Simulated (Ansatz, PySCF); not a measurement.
Gas-phase reaction R1 → P1 + P2, each structure at its B3LYP-D3(BJ)/def2-TZVP stationary point, reached from a drawn start (curvature not checked).
R1: CrF2O2 (SMILES [O]=[Cr](=[O])([F])[F]), charge 0, multiplicity 1.
P1, CrFO2 (SMILES [O]=[Cr](=[O])[F]) (charge 0, multiplicity 2):
```xyz
4

Cr     0.00783     0.01396    -0.12615
O      1.56665     0.06447     0.03239
O     -0.71148     1.39709     0.03848
F     -0.86300    -1.47561     0.05538
```
P2: F atom, charge 0, multiplicity 2.

```tsv
level	reaction energy (kcal/mol)	cost
HF/def2-SVP	-83.29	-
HF/def2-TZVPP	-61.74	-
HF/def2-QZVPP	-61.28	-
SVWN5/def2-TZVPP	140.68	×0.6
PBE/def2-TZVPP	117.55	×1
BLYP/def2-TZVPP	112.58	×0.9
revPBE/def2-TZVPP	110.51	×0.8
r2SCAN/def2-TZVPP	111.74	×1
B97M-V/def2-TZVPP	107.40	×2
B3LYP/def2-TZVPP	98.28	×2
PBE0/def2-TZVPP	96.11	×2
BHLYP/def2-TZVPP	66.34	×8
M06-2X/def2-TZVPP	81.07	-
CAM-B3LYP/def2-TZVPP	95.83	×3
wB97X-V/def2-TZVPP	95.96	×5
wB97M-V/def2-TZVPP	95.02	×6
B2PLYP/def2-TZVPP	155.50	×10
MP2/def2-SVP	283.47	-
MP2/def2-TZVPP	287.62	-
MP2/def2-QZVPP	289.49	-
MP2/CBS(def2-TZVPP, def2-QZVPP)	290.52	-
SCS-MP2/def2-SVP	252.40	-
SCS-MP2/def2-TZVPP	262.25	-
SCS-MP2/def2-QZVPP	265.43	-
CCSD/def2-SVP	62.63	-
CCSD/def2-TZVPP	71.11	-
CCSD/def2-QZVPP	72.59	-
CCSD(T)/def2-SVP	90.81	×4
CCSD(T)/def2-TZVPP	101.62	×30
CCSD(T)/def2-QZVPP	103.40	×500*
CCSD(T)/CBS(def2-TZVPP, def2-QZVPP)	104.37	×500*
```

P less R. No zero-point or thermal terms; singlets are restricted closed shells; open shells are unrestricted; no spin–orbit coupling. The spin states of the d-block species are the ones drawn and need not be the lowest.

Frozen-core correlation throughout. CBS(a, b) extrapolates the correlation energy as X⁻³ and adds the Hartree–Fock energy of set b.

Doubts at one or more of the structures used: a spin-contaminated determinant (HF/def2-SVP, HF/def2-TZVPP, HF/def2-QZVPP, BHLYP/def2-TZVPP, B2PLYP/def2-TZVPP, MP2/def2-SVP, MP2/def2-TZVPP, MP2/def2-QZVPP, MP2/CBS(def2-TZVPP, def2-QZVPP), SCS-MP2/def2-SVP, SCS-MP2/def2-TZVPP, SCS-MP2/def2-QZVPP, CCSD/def2-SVP, CCSD/def2-TZVPP, CCSD/def2-QZVPP, CCSD(T)/def2-SVP, CCSD(T)/def2-TZVPP, CCSD(T)/def2-QZVPP, CCSD(T)/CBS(def2-TZVPP, def2-QZVPP)); T1 above 0.05 (CCSD/def2-SVP, CCSD/def2-TZVPP, CCSD/def2-QZVPP, CCSD(T)/def2-SVP, CCSD(T)/def2-TZVPP, CCSD(T)/def2-QZVPP, CCSD(T)/CBS(def2-TZVPP, def2-QZVPP)); a doubt about the state reached (CCSD/def2-SVP, CCSD/def2-TZVPP, CCSD/def2-QZVPP, CCSD(T)/def2-SVP, CCSD(T)/def2-TZVPP, CCSD(T)/def2-QZVPP, CCSD(T)/CBS(def2-TZVPP, def2-QZVPP)).

Programs: Ansatz (a program for electronic structure) with Gaussian orbitals; PySCF for M06-2X. No computed number here is a measurement.

Costs are rough ratios of core time to PBE/def2-TZVPP (about 19 s over the structures, on one shared machine); a dash marks a level with no comparable run of its own. A star marks coupled-cluster runs past 200 virtual orbitals, where the program's memory plan changes under this machine's limit, so their costs aren't comparable with smaller runs.
